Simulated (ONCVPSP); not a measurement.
Which change was made? (Os, ONCV)

ONCVPSP 4.0.1 input, shortened (lines: element, Z, core and valence counts, functional; n l f; lmax; l rc ep ncon nbas qcut; lloc lpopt rc5 dvloc0; l nproj debl; icmod fcfact rcfact), PBEsol, scalar-relativistic:

```
  Os 76.00   10    4  -116133      upf
    1    0    2.00
    2    0    2.00
    2    1    6.00
    3    0    2.00
    3    1    6.00
    3    2   10.00
    4    0    2.00
    4    1    6.00
    4    2   10.00
    4    3   14.00
    5    0    2.00
    5    1    6.00
    5    2    6.00
    6    0    2.00
    2
    0    1.65    0.00    4    7    6.10
    1    1.15    0.00    4    9    7.70
    2    2.35    0.00    4    8    6.20
    4    3    1.00    3.00
    0    2    3.00
    1    2    2.00
    2    2    3.70
    3    3.75    1.45
```

Cutoffs, loose and tight: the cutoffs (Ha) at which the residual kinetic energy of the hardest occupied pseudo-wave falls to 1 and 0.1 mHa per electron. They do not see the model core or the augmentation charge, which bear on the density cutoff. Test errors are all-electron minus pseudo excitation energies from the reference, over the configurations 5s2 5p6 5d6 6s1; 5s2 5p6 5d6 6s0; 5s2 5p6 5d5 6s0; 5s2 5p6 5d6 6s1.5; variants that change the core or the reference have their own tests.

The base gives: outcome: generated; cutoff, loose: 50 Ha; cutoff, tight: 190 Ha; bound ghosts: none; GHOST(+) flags above zero: s; largest test error (meV): -22.

(1) After one change the result is: outcome: generated; cutoff, loose: 200 Ha; cutoff, tight: 328 Ha; bound ghosts: none; GHOST(+) flags above zero: s, p; largest test error (meV): -17. Which change was it?
A. fully relativistic
B. core [Kr] 4d10 4f14 5s2, valence charge 14; reference 5p6 5d6.5 6s1.5; waves now 6s: rc 1.25 bohr, ncon 3, nbas 8, qcut 6.4 1/bohr, 2 projectors, debl 3 Ha; 5p: rc 1.35 bohr, ncon 4, nbas 7, qcut 6.5 1/bohr, 3 projectors, debl 0.7 Ha; 5d: rc 2.15 bohr, ncon 4, nbas 8, qcut 6.1 1/bohr, 2 projectors, debl 3.2 Ha; local potential polynomial inside 1.10 bohr (lpopt 5, dvloc0 0 Ha)
C. d: rc 3.36
D. all radii but the core radius scaled by about 0.80 (s 1.32, p 0.92, d 1.88 bohr); local potential polynomial inside 0.80 bohr (lpopt 3, dvloc0 3 Ha)

## Answers

(1) D. The others give: d: rc 3.36 → outcome: generated; cutoff, loose: 50 Ha; cutoff, tight: 190 Ha; bound ghosts: none; GHOST(+) flags above zero: s; largest test error (meV): -44 | fully relativistic → outcome: generated; cutoff, loose: 78 Ha; cutoff, tight: 199 Ha; bound ghosts: none; GHOST(+) flags above zero: s; largest test error (meV): -8.7 | core [Kr] 4d10 4f14 5s2, valence charge 14; reference 5p6 5d6.5 6s1.5; waves now 6s: rc 1.25 bohr, ncon 3, nbas 8, qcut 6.4 1/bohr, 2 projectors, debl 3 Ha; 5p: rc 1.35 bohr, ncon 4, nbas 7, qcut 6.5 1/bohr, 3 projectors, debl 0.7 Ha; 5d: rc 2.15 bohr, ncon 4, nbas 8, qcut 6.1 1/bohr, 2 projectors, debl 3.2 Ha; local potential polynomial inside 1.10 bohr (lpopt 5, dvloc0 0 Ha) → outcome: failed: ERROR pspot: first pseudo wave function has node, program will stop.
